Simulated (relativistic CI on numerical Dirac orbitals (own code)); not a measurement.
# Electric-dipole lines of Sn¹⁴⁺

Computed by Dirac-Coulomb-Breit CI, orbitals from a KLI potential per configuration, a model potential for QED, unscaled Slater integrals (own radial code, finite nucleus).

Configuration list (outside the closed core [Ar] 3d10): 4s²4p⁶, 4s²4p⁵4d, 4s4p⁶4d, 4s²4p⁵4f, 4s4p⁶4f, 4s²4p⁵5s, 4s²4p⁵5p, 4s4p⁶5s, 4s²4p⁵5d, 4s4p⁶5p, 4s²4p⁵5f, 4p⁶4d4f, 4s²4p⁵6s, 4s²4p⁵5g, 4s²4p⁵6p, 4s4p⁶5d, 4s²4p⁵6d, 4s²4p⁵6f, 4s4p⁶5f, 4s²4p⁵7s, 4s4p⁶6s, 4p⁶4d², 4p⁵4d³, 4p⁵4d²4f, 4p⁵4d²5s, 4p⁵4d²5p, 4p⁶4f², 4p⁵4d4f², 4p⁵4f³, 4p⁵4f²5s, 4p⁵4f²5p, 4p⁶4d5s, 4p⁵4d4f5s, 4p⁵4d5s², 4p⁵4d5s5p. Double excitations out of closed p, d and f shells are left out; levels of such configurations are missing from the list, as are those of other unlisted configurations, and high levels can miss mixing partners. These lack a partner that the ground configuration has and come out too high: 4s²4p⁵5d, 4s²4p⁵5f, 4s²4p⁵6s, 4s²4p⁵5g, 4s²4p⁵6p.

```tsv
λ vac (nm)	Lower	Upper	A (s⁻¹)	gf	Branching (%)
12.091	4s²4p⁵4f ³G5 [18]	4s²4p⁵5g ³H°6 [87]	3.32e+11	9.47e+00	98.9
12.156	4s²4p⁵4f ³G3 [28]	4s²4p⁵5g ³H°4 [108]	3.13e+11	6.24e+00	93.9
12.178	4s²4p⁵4f ³G4 [19]	4s²4p⁵5g ³H°5 [88]	2.96e+11	7.24e+00	89.5
12.255	4s²4p⁵4f ³F4 [29]	4s²4p⁵5g ³H°5 [109]	3.21e+11	7.95e+00	97.4
12.259	4s²4p⁵4f ³G3 [22]	4s²4p⁵5g ¹G°4 [92]	2.66e+11	5.39e+00	80.5
12.275	4s²4p⁵4f ³D3 [30]	4s²4p⁵5g ³F°4 [110]	3.23e+11	6.56e+00	90.9
12.306	4s²4p⁵4f ³D3 [23]	4s²4p⁵5g ³F°4 [91]	2.73e+11	5.59e+00	75.9
12.367	4s²4p⁵4f ³F4 [24]	4s²4p⁵5g ³G°5 [93]	2.87e+11	7.24e+00	87.6
12.495	4p⁶4d² ¹G4 [106]	4p⁵4d³ ¹G°4 [283]	9.97e+11	2.10e+01	n/a
12.597	4p⁶4d² ³F4 [98]	4p⁵4d³ ³F°4 [273]	8.31e+11	1.78e+01	n/a
12.724	4p⁶4d² ¹G4 [106]	4p⁶4d4f ¹H°5 [279]	7.43e+11	1.98e+01	n/a
12.737	4p⁶4d² ³F4 [98]	4p⁶4d4f ³G°5 [272]	7.61e+11	2.04e+01	n/a
12.763	4p⁶4d² ³F3 [97]	4p⁶4d4f ³G°4 [267]	7.67e+11	1.69e+01	n/a
12.867	4s²4p⁶ ¹S0 [1]	4s²4p⁵4d ¹P°1 [13]	8.13e+11	6.05e+00	100.0
14.131	4s²4p⁵4d ³P°0 [2]	4s²4p⁵4f ³D1 [20]	1.37e+11	1.23e+00	41.2
14.216	4s²4p⁵4d ³P°1 [3]	4s²4p⁵4f ³D2 [21]	1.53e+11	2.32e+00	49.6
14.461	4s²4p⁵4d ³P°2 [4]	4s²4p⁵4f ³D3 [23]	1.13e+11	2.48e+00	43.2
14.524	4s4p⁶4d ³D3 [16]	4s4p⁶4f ³F°4 [54]	1.32e+11	3.76e+00	52.7
14.594	4s²4p⁵4d ³P°2 [4]	4s²4p⁵4f ³D2 [21]	1.08e+11	1.73e+00	35.1
14.666	4s²4p⁵4d ³F°2 [10]	4s²4p⁵4f ³G3 [28]	1.74e+11	3.92e+00	93.5
14.763	4s²4p⁵4d ³F°3 [5]	4s²4p⁵4f ³G4 [19]	1.61e+11	4.73e+00	90.3
14.796	4s²4p⁵4d ³F°2 [7]	4s²4p⁵4f ³G3 [22]	9.25e+10	2.12e+00	47.4
14.884	4s²4p⁵4d ³D°2 [11]	4s²4p⁵4f ³D3 [30]	1.95e+11	4.53e+00	85.6
14.935	4s²4p⁵4d ³F°4 [6]	4s²4p⁵4f ³G5 [18]	1.70e+11	6.26e+00	100.0
15.081	4s²4p⁵4d ¹F°3 [12]	4s²4p⁵4f ³F4 [29]	1.73e+11	5.30e+00	97.5
15.123	4s²4p⁵4d ³D°3 [8]	4s²4p⁵4f ³F4 [24]	1.62e+11	4.98e+00	88.7
15.391	4s4p⁶4d ¹D2 [17]	4s4p⁶4f ¹F°3 [55]	1.68e+11	4.19e+00	59.4
21.185	4s²4p⁵4d ³F°4 [6]	4s4p⁶4d ³D3 [16]	4.35e+10	2.05e+00	62.9
39.629	4s²4p⁵5d ³F°3 [46]	4s²4p⁵5f ³G4 [67]	3.46e+10	7.34e+00	37.6
40.116	4s²4p⁵5d ³F°4 [48]	4s²4p⁵5f ³G5 [66]	3.49e+10	9.27e+00	36.1
```

Terms are leading LS components. Brackets give the number of a level in order of energy, since labels repeat. The list gives strong lines, with weight on those to low levels, without lines whose two gauges differ by over a factor of 2.5, among the lowest 284 of 2889 levels, so that lines to higher ones, which can be the strongest, are missing. Levels whose partners in the same complex of configurations lie outside the list can be far off, and so can their lines. Rates are taken at the computed energies, electric ones in the length gauge.

At this charge energies of transitions that change n are usually good to better than 1 %, and those within a shell (Δn = 0) to a few per cent.

LS names give the leading component of a level, which can be under half, so a name can repeat, a term be missing and a line seem to break the LS rules.
